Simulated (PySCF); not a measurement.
Compound: C6H2ClF3O2.
Atom-mapped SMILES: `[O:1]=[C:2]([Cl:3])[c:4]1[cH:5][c:6]([C:7]([F:8])([F:9])[F:10])[cH:11][o:12]1`

NICS = −σ at a ghost point: NICS(0) at the centroid of the ring atoms, NICS(1) 1 Å to either side along the normal of their mean plane, zz for the tensor component along that normal. Level: GIAO PBE0/pcSseg-1 (PySCF, non-relativistic, gas phase) on the GFN2-xTB geometry, one conformer.

Ring bond lengths (Å), with Mayer bond orders in brackets: C4–C5 1.379 (1.45), C5–C6 1.411 (1.28), C6–C11 1.375 (1.51), C11–O12 1.320 (1.15), O12–C4 1.349 (1.03).

Task: Give the NICS values of each ring in ppm.

Result: 
| ring | type | NICS(0) | NICS(1), two faces | NICS(1)zz, two faces | rms pucker (Å) | centre to ring atoms, mean (Å) |
| --- | --- | --- | --- | --- | --- | --- |
| C4–C5–C6–C11–O12 | 5-membered ring with O; formal bonds all aromatic | -12.0 | -10.3 / -10.5 | -24.3 / -24.6 | 0.00 | 1.16 |

Task: What do they say, and how far can they be read as aromaticity?

Result: 
- C4–C5–C6–C11–O12: mean NICS(1)zz -24.5 ppm, shielded. The ring is flat and has no four-coordinate atom; by the NICS criterion it is aromatic.

Task: What does the geometric index give? HOMA = 1 − mean of α(R − Ropt)² over the ring bonds, with Krygowski's 1993 parameters (CC: Ropt 1.388 Å, α 257.7 Å⁻²; CO: Ropt 1.265 Å, α 157.38 Å⁻²).

Result: 
- C4–C5–C6–C11–O12: HOMA 0.64; the largest term is that of O12–C4, α(R − Ropt)² = 1.12.

Task: Give the inner angles of the rings and the Hirshfeld charges of the ring atoms.

Result: 
- C4–C5–C6–C11–O12: C4 110.0° (+0.040 e), C5 105.4° (-0.044 e), C6 106.2° (-0.064 e), C11 110.5° (+0.052 e), O12 107.9° (-0.034 e); sum 540.0° against 540° for a flat convex ring.

Conformer computed: `[O:1]=[C:2]([Cl:3])[c:4]1[cH:5][c:6]([C:7]([F:8])([F:9])[F:10])[cH:11][o:12]1`: O1–C2–C4–C5 0°, C5–C6–C7–F8 -79°.
